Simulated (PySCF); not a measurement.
Simulated C 1s region for 1-heptanol (`CCCCCCCO`), binding energy against the vacuum level.

Every computed line was given a Gaussian of 0.6 eV full width at half maximum and an area set by the number of equivalent atoms; the highest printed point is 100. Method: PySCF 2.14.0, delta-SCF UKS SCAN, pcX-2 on the ionised atom, pcseg-1 elsewhere, spin-free X2C.

binding energy (eV), intensity and a bar:
```
    289.5          0 
    289.6          1 
    289.7          2 #
    289.8          5 ##
    289.9         13 ####
    290.0         26 ########
    290.1         45 #############
    290.2         68 ####################
    290.3         89 ###########################
    290.4        100 ##############################
    290.5         98 #############################
    290.6         82 #########################
    290.7         60 ##################
    290.8         38 ###########
    290.9         20 ######
    291.0         10 ###
    291.1          4 #
    291.2          2 
    291.3          1 
    291.4          2 #
    291.5          4 #
    291.6          7 ##
    291.7         11 ###
    291.8         15 ####
    291.9         17 #####
    292.0         17 #####
    292.1         14 ####
    292.2         10 ###
    292.3          6 ##
    292.4          3 #
    292.5          2 
    292.6          1 
    292.7          0 
    292.8          0
```

Task: Count the maxima, the lines and the sites behind this envelope.

Result: The curve has 2 maxima (at 290.4 and 291.9 eV). Under it lie 7 lines from 7 inequivalent carbon sites. At this width some lines have no maximum of their own.

Task: Decompose the envelope and assign each component. Numbering: `[CH3:1][CH2:2][CH2:3][CH2:4][CH2:5][CH2:6][CH2:7][OH:8]`.

Result: 
```
position (eV)  relative area  line  atoms             environment
       290.35              1  C 1s     C3        chain CH2 carbon
       290.36              1  C 1s     C4        chain CH2 carbon
       290.43              1  C 1s     C2        chain CH2 carbon
       290.45              1  C 1s     C5        chain CH2 carbon
       290.49              1  C 1s     C6        chain CH2 carbon
       290.51              1  C 1s     C1           methyl carbon
       291.94              1  C 1s     C7  carbinol carbon (C–OH)
```

Lowest listed C 1s: C3, bonded to 2 C and 2 H. Highest, 1.59 eV above it: C7, bonded to O, C and 2 H. Summing the Pauling electronegativity differences to the bonded atoms, each weighted by its formal bond order, gives -0.70 for the lowest site and +0.19 for the highest; no listed site has a larger sum than the highest. The smallest sum, -1.05, belongs to C1, 0.16 eV above the lowest. The values 290.35 and 290.36 eV; the values 290.43, 290.45, 290.49 and 290.51 eV lie too close for their order to be trusted.

Shake-up satellites, vibrational structure and lifetime widths aren't simulated. One conformer (not necessarily the lowest) at the PBE0-D3(BJ)/def2-SVP geometry, without solvent, vibrations or thermal averaging.
